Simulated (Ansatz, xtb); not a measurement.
**Relative energy of two isomers of CCl3F3Si**

Structure a is `FC(F)(F)[Si](Cl)(Cl)Cl`, a singlet and structure b is `F[Si](F)(F)C(Cl)(Cl)Cl`, a singlet. Both are isolated molecules in the gas phase, relaxed with PBE0-D4/def2-SVP.

Quicker runs give these differences E(b) − E(a): GFN2-xTB −25.1 kcal/mol; HF/STO-3G +61.9 kcal/mol (at GFN2-xTB geometries); r2SCAN-D4/def2-SVP −7.0 kcal/mol (at GFN2-xTB geometries).

Task: Estimate which is lower in electronic energy at CCSD(T)/def2-SVP + ΔMP2/def2-TZVPP, and by roughly how much.

Result: The CCSD(T)/def2-SVP + ΔMP2/def2-TZVPP calculation puts structure b lower, by 27.5 kcal/mol.

Level by level:

| level | geometry | E(b) − E(a) (kcal/mol) | departure from the last row (kcal/mol) | job, with rough time for the two |
| --- | --- | --- | --- | --- |
| GFN2-xTB | GFN2-xTB | −25.1 | +2.4 | optimisation, 0.22 s |
| HF/STO-3G | GFN2-xTB | +61.9 | +89.4 | single point, 0.76 s |
| r2SCAN-D4/def2-SVP | GFN2-xTB | −7.0 | +20.5 | single point, 6.6 s |
| PBE0-D4/def2-SVP | PBE0-D4/def2-SVP | −2.7 | +24.7 | optimisation, 35 s |
| HF/def2-SVP | PBE0-D4/def2-SVP | −0.3 | +27.2 | part of the CCSD(T) run |
| MP2/def2-SVP | PBE0-D4/def2-SVP | −15.5 | +12.0 | part of the CCSD(T) run |
| CCSD(T)/def2-SVP | PBE0-D4/def2-SVP | −11.9 | +15.6 | single point |
| CCSD(T)/def2-SVP + ΔMP2/def2-TZVPP | PBE0-D4/def2-SVP | −27.5 |  | single point, 95 s |

As drawn, b has 3 F–Si, 3 C–Cl in place of 3 C–F, 3 Cl–Si.

HF/STO-3G puts the two in the other order. HF/def2-SVP finds them nearly level. The largest departure from CCSD(T)/def2-SVP + ΔMP2/def2-TZVPP is that of HF/STO-3G, 89.4 kcal/mol. The last row adds to CCSD(T) the change of the MP2 difference between the two basis sets, here −15.6 kcal/mol, a large step that makes the value less sure.

With thermal terms from frequencies at re-optimised GFN2-xTB minima (ideal gas, soft modes damped towards free rotors, one conformer each, 298.15 K, 1 atm): on the last row, ΔE + ΔZPE = −28.2, ΔH = −27.9, ΔG = −28.2 kcal/mol.

The correlated steps freeze 24 core orbitals. Programs: Ansatz 0.2.0, xtb 6.7.1; the last row on 2 threads of Arm Neoverse V1 on a shared host.
